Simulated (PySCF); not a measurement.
Quadrupolar nuclei of `C[C@@H]1[C@@H](C(=O)Cl)CC[C@@H]1C` in NMR

C8H13ClO.
Atom-mapped SMILES: `[CH3:1][C@@H:2]1[C@@H:3]([C:4](=[O:5])[Cl:6])[CH2:7][CH2:8][C@@H:9]1[CH3:10]` (hydrogens: H11, H12, H13 on C1; H14 on C2; H15 on C3; H16, H17 on C7; H18, H19 on C8; H20 on C9; H21, H22, H23 on C10)

Structure used (GFN2-xTB), in Å, numbered top down from 1:
```xyz
23
C8H13ClO angstrom
C     -0.316    1.485    1.458
C     -0.203    0.823    0.095
C     -1.111   -0.435   -0.055
C     -2.417   -0.009   -0.632
O     -2.749    0.037   -1.768
Cl    -3.557    0.541    0.621
C     -0.355   -1.392   -0.998
C      0.901   -0.637   -1.439
C      1.201    0.316   -0.280
C      1.917   -0.402    0.860
H     -0.089    0.785    2.257
H     -1.323    1.864    1.613
H      0.377    2.322    1.521
H     -0.501    1.549   -0.670
H     -1.277   -0.880    0.927
H     -0.089   -2.305   -0.465
H     -0.971   -1.668   -1.852
H      0.688   -0.062   -2.341
H      1.730   -1.310   -1.649
H      1.824    1.151   -0.611
H      1.303   -1.198    1.270
H      2.170    0.292    1.657
H      2.842   -0.840    0.491
```

Computed at PBE0/pcSseg-1 (PySCF, non-relativistic):

```csv
atom,environment,nucleus,spin I,Q (b),CQ = χzz (MHz),η
O5,carbonyl oxygen,17O,5/2,-0.0256,9.390,0.451
Cl6,chlorine bonded to C,35Cl,3/2,-0.0817,-60.429,0.324
```

**Question.** Recover the principal values of the field gradient from CQ = 234.96 MHz × Q × Vzz, η = (Vxx − Vyy)/Vzz and a zero trace.

**Answer.** The tensor is traceless, so η fixes the two smaller values:

```tsv
atom	Vxx (au)	Vyy (au)	Vzz (au)	Vzz (10²¹ V/m²)
O5	0.429	1.132	-1.561	-15.17
Cl6	-1.064	-2.084	3.148	30.59
```

**Question.** PQ = |CQ|√(1 + η²/3), νQ = 3|CQ|/[2I(2I − 1)], ν0 = |g|·7.62259 MHz/T·B with g(17O) = −0.75752, g(35Cl) = 0.54792: values at 28.2 T?

**Answer.** 
```
atom  PQ (MHz)  νQ (MHz)  ν0 (MHz)  νQ/ν0
  O5     9.702     1.408    162.83  0.009
 Cl6     61.48     30.21    117.78  0.257
```

For O5: PQ = 9.390 × 1.0333, νQ = 9.390 × 0.1500, ν0 = 5.7742 MHz/T × 28.2 T.

**Question.** Second-order quadrupolar shift of the central transition's centre of gravity (half-integer spins, νQ < ν0/10) at 28.2 and 35.2 T.

**Answer.** From −(3/40)(PQ/ν0)²[I(I + 1) − 3/4]/[I(2I − 1)]², which goes as 1/B² (ppm):

```
     site  28.2 T  35.2 T
17O at O5   -21.3   -13.7
```

Solvent, lattice and vibrations would change these gradients. The structure is a single GFN2-xTB conformer in the gas phase; no vibrational or solvent corrections. GFN2-xTB bond lengths can be off by several hundredths of an ångström, more for odd bonds, and the gradients follow them. With so small a basis the couplings can be 20 % off.

The run behind these numbers computed NMR shieldings as well. On Arm Neoverse N1, one thread, shared host, this took 2.0 min of wall time (grids of density and orbitals included) and 1.1 GiB of memory at its peak.
